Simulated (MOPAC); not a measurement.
A run for MOPAC: AM1 on C2H7NO2 (a complex), monomers drawn apart or pushed together.

```
AM1 1SCF PRECISE CHARGE=0 THREADS=1
C2H7NO2

C      0.19514320 1     0.64616053 1     0.15493860 1
N     -0.56010423 1    -0.44249955 1     0.79306772 1
H      0.98551637 1     0.95849630 1     0.83591643 1
H     -0.46975874 1     1.49362859 1    -0.01173294 1
H      0.64670163 1     0.36390524 1    -0.80059178 1
H      0.05626637 1    -1.22401419 1     0.99038360 1
H     -1.30299013 1    -0.77823828 1     0.19093149 1
O      1.18290527 1    -0.13754719 1     3.20053878 1
C      0.16641892 1     0.24397840 1     3.73199399 1
O     -1.01817208 1     0.35011729 1     3.15719925 1
H      0.12177146 1     0.55384304 1     4.78693039 1
H     -0.94352274 1     0.04451274 1     2.18476405 1
```

The log:

```
*******************************************************************************
 **                                                                           **
 **                              MOPAC v23.2.5                                **
 **                                                                           **
 *******************************************************************************
 ** MOPAC's Digital Object Identifier: https://doi.org/10.5281/zenodo.6511958 **
 **                                                                           **
 ** Please cite the open-source release paper for use of this MOPAC version:  **
 ** J. E. Moussa and J. J. P. Stewart (2026)                                  **
 ** MOPAC: An open-source semiempirical molecular orbital program             **
 ** J. Open Source Softw., 11(119), 8025, https://doi.org/10.21105/joss.08025 **
 *******************************************************************************

                              AM1 CALCULATION RESULTS

 *******************************************************************************
 *  AM1        - The AM1 Hamiltonian to be used
 *
 *
 *
 *                 CHARGE ON SYSTEM = 0
 *
 *
 *
 *  PRECISE    - TIGHTER CRITERIA TO BE USED
 *  1SCF       - DO 1 SCF AND THEN STOP
 *  THREADS=1  - MULTI-THREADING NOT USED
 *  T=         - A TIME OF 172800.0 SECONDS REQUESTED
 *  DUMP=N     - RESTART FILE WRITTEN EVERY 7200.0 SECONDS REQUESTED
 *******************************************************************************
AM1 1SCF PRECISE CHARGE=0 THREADS=1
 C2H7NO2

   ATOM   CHEMICAL          X               Y               Z
  NUMBER   SYMBOL      (ANGSTROMS)     (ANGSTROMS)     (ANGSTROMS)

     1       C          0.19514320  *   0.64616053  *   0.15493860  *
     2       N         -0.56010423  *  -0.44249955  *   0.79306772  *
     3       H          0.98551637  *   0.95849630  *   0.83591643  *
     4       H         -0.46975874  *   1.49362859  *  -0.01173294  *
     5       H          0.64670163  *   0.36390524  *  -0.80059178  *
     6       H          0.05626637  *  -1.22401419  *   0.99038360  *
     7       H         -1.30299013  *  -0.77823828  *   0.19093149  *
     8       O          1.18290527  *  -0.13754719  *   3.20053878  *
     9       C          0.16641892  *   0.24397840  *   3.73199399  *
    10       O         -1.01817208  *   0.35011729  *   3.15719925  *
    11       H          0.12177146  *   0.55384304  *   4.78693039  *
    12       H         -0.94352274  *   0.04451274  *   2.18476405  *



          CARTESIAN COORDINATES

    NO.       ATOM           X           Y           Z

     1         C          0.1951      0.6462      0.1549
     2         N         -0.5601     -0.4425      0.7931
     3         H          0.9855      0.9585      0.8359
     4         H         -0.4698      1.4936     -0.0117
     5         H          0.6467      0.3639     -0.8006
     6         H          0.0563     -1.2240      0.9904
     7         H         -1.3030     -0.7782      0.1909
     8         O          1.1829     -0.1375      3.2005
     9         C          0.1664      0.2440      3.7320
    10         O         -1.0182      0.3501      3.1572
    11         H          0.1218      0.5538      4.7869
    12         H         -0.9435      0.0445      2.1848

  H: (AM1): M.J.S. DEWAR ET AL, J. AM. CHEM. SOC. 107 3902-3909 (1985)
  C: (AM1): M.J.S. DEWAR ET AL, J. AM. CHEM. SOC. 107 3902-3909 (1985)
  N: (AM1): M.J.S. DEWAR ET AL, J. AM. CHEM. SOC. 107 3902-3909 (1985)
  O: (AM1): M.J.S. DEWAR ET AL, J. AM. CHEM. SOC. 107 3902-3909 (1985)

           Empirical Formula: C2 H7 N O2  =    12 atoms



      MOLECULAR POINT GROUP   :   C1


      RHF CALCULATION, NO. OF DOUBLY OCCUPIED LEVELS = 16


 -------------------------------------------------------------------------------
 AM1 1SCF PRECISE CHARGE=0 THREADS=1
 C2H7NO2



     1SCF WAS SPECIFIED, SO BFGS WAS NOT USED
     SCF FIELD WAS ACHIEVED


                              AM1 CALCULATION
                                                       MOPAC v23.2.5 Linux




          FINAL HEAT OF FORMATION =        -95.67843 KCAL/MOL =    -400.31854 KJ/MOL


          COSMO AREA              =        116.87 SQUARE ANGSTROMS
          COSMO VOLUME            =        101.78 CUBIC ANGSTROMS

          IONIZATION POTENTIAL    =         10.570108 EV
          HOMO LUMO ENERGIES (EV) =        -10.570  1.954
          NO. OF FILLED LEVELS    =         16
          MOLECULAR WEIGHT        =         77.0828         POINT GROUP:  C1

          MOLECULAR DIMENSIONS (Angstroms)

            Atom       Atom       Distance
            H    11    H     5     5.61534
            H     6    H     4     2.81668
            H     7    O     8     2.80933


          SCF CALCULATIONS        =          1





   ATOM   CHEMICAL          X               Y               Z
  NUMBER   SYMBOL      (ANGSTROMS)     (ANGSTROMS)     (ANGSTROMS)

     1       C          0.19514320  *   0.64616053  *   0.15493860  *
     2       N         -0.56010423  *  -0.44249955  *   0.79306772  *
     3       H          0.98551637  *   0.95849630  *   0.83591643  *
     4       H         -0.46975874  *   1.49362859  *  -0.01173294  *
     5       H          0.64670163  *   0.36390524  *  -0.80059178  *
     6       H          0.05626637  *  -1.22401419  *   0.99038360  *
     7       H         -1.30299013  *  -0.77823828  *   0.19093149  *
     8       O          1.18290527  *  -0.13754719  *   3.20053878  *
     9       C          0.16641892  *   0.24397840  *   3.73199399  *
    10       O         -1.01817208  *   0.35011729  *   3.15719925  *
    11       H          0.12177146  *   0.55384304  *   4.78693039  *
    12       H         -0.94352274  *   0.04451274  *   2.18476405  *

                             CARTESIAN COORDINATES

   1    C        0.195143200     0.646160530     0.154938600
   2    N       -0.560104230    -0.442499550     0.793067720
   3    H        0.985516370     0.958496300     0.835916430
   4    H       -0.469758740     1.493628590    -0.011732940
   5    H        0.646701630     0.363905240    -0.800591780
   6    H        0.056266370    -1.224014190     0.990383600
   7    H       -1.302990130    -0.778238280     0.190931490
   8    O        1.182905270    -0.137547190     3.200538780
   9    C        0.166418920     0.243978400     3.731993990
  10    O       -1.018172080     0.350117290     3.157199250
  11    H        0.121771460     0.553843040     4.786930390
  12    H       -0.943522740     0.044512740     2.184764050


           Empirical Formula: C2 H7 N O2  =    12 atoms



      MOLECULAR POINT GROUP   :   C1


                  EIGENVALUES
 -40.11372 -36.62736 -35.63832 -26.38409 -23.81657 -18.39291 -17.74199 -17.27877
 -16.17446 -15.68611 -14.93223 -13.51075 -13.12066 -11.69044 -11.03856 -10.57011
   1.95376   2.84648   3.51030   3.93580   3.96273   4.64378   5.10152   5.22643
   5.39572   5.95885   7.56151


              NET ATOMIC CHARGES AND DIPOLE CONTRIBUTIONS

  ATOM NO.   TYPE          CHARGE      No. of ELECS.   s-Pop       p-Pop
    1          C          -0.147379        4.1474     1.22349     2.92388
    2          N          -0.334240        5.3342     1.57923     3.75501
    3          H           0.109087        0.8909     0.89091
    4          H           0.087976        0.9120     0.91202
    5          H           0.058663        0.9413     0.94134
    6          H           0.168143        0.8319     0.83186
    7          H           0.155408        0.8446     0.84459
    8          O          -0.404777        6.4048     1.90721     4.49756
    9          C           0.275242        3.7248     1.24027     2.48448
   10          O          -0.376352        6.3764     1.86664     4.50972
   11          H           0.119701        0.8803     0.88030
   12          H           0.288528        0.7115     0.71147
 DIPOLE           X         Y         Z       TOTAL
 POINT-CHG.    -1.143     0.257    -1.449     1.863
 HYBRID         0.249    -0.598    -1.040     1.225
 SUM           -0.894    -0.341    -2.489     2.667


          ATOMIC ORBITAL ELECTRON POPULATIONS

     Atom    s        px        py        pz
    1  C   1.22349   0.99405   0.93892   0.99092
    2  N   1.57923   1.16262   1.14749   1.44491
    3  H   0.89091
    4  H   0.91202
    5  H   0.94134
    6  H   0.83186
    7  H   0.84459
    8  O   1.90721   1.32799   1.44019   1.72938
    9  C   1.24027   0.81781   0.74178   0.92489
   10  O   1.86664   1.32748   1.77762   1.40461
   11  H   0.88030
   12  H   0.71147

 **********************
 *                    *
 * JOB ENDED NORMALLY *
 *                    *
 **********************




 == MOPAC DONE ==
```

The run finished.

Cost: around 0.03 core-seconds (rough).
